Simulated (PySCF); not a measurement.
**Deuteron quadrupole couplings in `CC(C)CC[SiH2]F`**

Compound: C₅H₁₃FSi.
Z-matrix (Å and degrees, GFN2-xTB geometry), rows numbered from 1:
```
C 
C   1  1.5262
C   2  1.5281  1  110.00
C   2  1.5318  1  111.82  3  -122.15
C   4  1.5313  2  114.55  1   -62.67
Si  5  1.8986  4  115.52  2   -57.86
F   6  1.6148  5  108.81  4    85.04
H   1  1.0863  2  111.10  3  -172.51
H   1  1.0878  2  110.20  3   -53.03
H   1  1.0887  2  110.48  3    66.60
H   2  1.0960  1  108.31  3   118.28
H   3  1.0881  2  110.87  1   178.39
H   3  1.0877  2  110.58  1    58.29
H   3  1.0886  2  110.37  1   -61.57
H   4  1.0934  2  108.54  1   175.73
H   4  1.0944  2  108.64  1    59.40
H   5  1.0923  4  107.76  2  -179.79
H   5  1.0917  4  109.27  2    65.64
H   6  1.4570  5  111.63  4  -161.01
H   6  1.4560  5  113.63  4   -31.00
```

Level: PBE0/pcSseg-1 (PySCF, non-relativistic); Q(2H) = 0.00286 b; rigid geometry, the same for H and D, with no vibrational averaging.

Task: Rank these positions by the coupling χzz of a deuteron there, largest first.
A. H8 (methyl hydrogen)
B. H18 (methylene hydrogen)
C. H15 (methylene hydrogen)
D. H20 (Si–H hydrogen)
E. H11 (methine hydrogen)

Result: A (213 kHz), B (208 kHz), C (202 kHz), E (198 kHz), D (111 kHz).

Task: Tabulate Vzz, the asymmetry η and χzz = 234.96 MHz × Q × Vzz for every hydrogen position.

Result: 
```tsv
atom	bonded to	bond length (Å)	Vzz (au)	η	χzz (kHz)
H8	C1	1.086	0.3164	0.02	213
H9	C1	1.088	0.3156	0.02	212
H10	C1	1.089	0.3142	0.02	211
H11	C2	1.096	0.2940	0.03	198
H12	C3	1.088	0.3153	0.02	212
H13	C3	1.088	0.3157	0.02	212
H14	C3	1.089	0.3137	0.02	211
H15	C4	1.093	0.3010	0.03	202
H16	C4	1.094	0.2998	0.02	201
H17	C5	1.092	0.3107	0.02	209
H18	C5	1.092	0.3101	0.03	208
H19	Si6	1.457	0.1635	0.02	110
H20	Si6	1.456	0.1645	0.01	111
```

Task: Average by the element that carries the hydrogen.

Result: on C: 208 kHz over 11 positions, mean bond length 1.090 Å; on Si: 110 kHz over 2 positions, mean bond length 1.457 Å.

Task: How does χzz go with the bond length over the 11 C–H bonds?

Result: A straight-line fit has a slope of -15.4 kHz for each 0.01 Å, with a correlation coefficient of -0.95, over lengths from 1.086 to 1.096 Å. The longer bonds have the smaller couplings here.

One conformer (not necessarily the lowest) at the GFN2-xTB geometry, without solvent, vibrations or thermal averaging. GFN2-xTB bond lengths can be off by several hundredths of an ångström, more for odd bonds, and the gradients follow them. These gradients aren't converged with respect to the basis.
